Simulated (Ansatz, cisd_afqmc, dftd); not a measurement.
System: GeH4, charge 0, singlet. GeH4 (SMILES [GeH4]).
B3LYP-D3(BJ)/def2-TZVP minimum from Ansatz (a program for electronic structure):
```
Ge
H 1 1.5358
H 1 1.5358 2 109.47
H 1 1.5358 2 109.47 3 -120.00
H 1 1.5358 2 109.47 3 120.00
```

Property: atomisation energy (electronic, to ground-state atoms), in kcal/mol. UHF or UKS for unpaired electrons; spin-orbit terms are left out. Correlated methods leave the cores frozen (noble-gas shells, and filled d and f shells in the p block). No relativity. The Monte Carlo rows (phaseless AFQMC, CISD trial, step 0.005/hartree) carry one-sigma bars that omit the constraint's bias. Outlying blocks are dropped, and bars are widened where a walk drifts. Over all cases where full CI ran beside it in this data, AFQMC minus full CI had a median of +0.1 mEh and passed +0.4 mEh in a tenth of the cases. CBS(X,Y): correlation extrapolated as X^-3, Hartree-Fock from the larger set (Q,5: extrapolated as (X+1)exp(-9√X)). A bracket is a step between two methods taken in the basis named. Where a partner has so few electrons that a lower coupled-cluster level is exact, that level stands in.

```json
[
 {"level": "HF/cc-pVTZ", "program": "Ansatz", "atomisation energy (kcal/mol)": "224.5", "difference against the last row": "-70.7"},
 {"level": "r2SCAN/def2-TZVPD", "program": "Ansatz", "atomisation energy (kcal/mol)": "295.3", "difference against the last row": "0.1"},
 {"level": "B3LYP-D3(BJ)/def2-TZVPD", "program": "Ansatz + dftd3", "atomisation energy (kcal/mol)": "295.7", "difference against the last row": "0.5"},
 {"level": "CAM-B3LYP-D4/def2-TZVPD", "program": "Ansatz + dftd4", "atomisation energy (kcal/mol)": "297.5", "difference against the last row": "2.3"},
 {"level": "CCSDT(Q)/cc-pVDZ", "program": "Ansatz", "atomisation energy (kcal/mol)": "277.8", "difference against the last row": "-17.4"},
 {"level": "CCSDT(Q)/cc-pVQZ", "program": "Ansatz", "atomisation energy (kcal/mol)": "293.6", "difference against the last row": "-1.6"},
 {"level": "CCSDTQ/cc-pVDZ", "program": "Ansatz", "atomisation energy (kcal/mol)": "277.8", "difference against the last row": "-17.4"},
 {"level": "AFQMC/CISD/cc-pVDZ", "program": "cisd_afqmc", "atomisation energy (kcal/mol)": "277.9 ± 0.1", "difference against the last row": "-17.3"},
 {"level": "CCSD(T)/CBS(cc-pVQZ,cc-pV5Z) + [AFQMC/CISD - CCSD(T)]/cc-pVDZ", "program": "Ansatz + cisd_afqmc", "atomisation energy (kcal/mol)": "295.4 ± 0.1", "difference against the last row": "0.2"},
 {"level": "CCSD(T)/CBS(cc-pVQZ,cc-pV5Z) + [CCSDT(Q) - CCSD(T)]/cc-pVQZ + [CCSDTQ - CCSDT(Q)]/cc-pVDZ", "program": "Ansatz", "atomisation energy (kcal/mol)": "295.2", "difference against the last row": "0.0"}
]
```
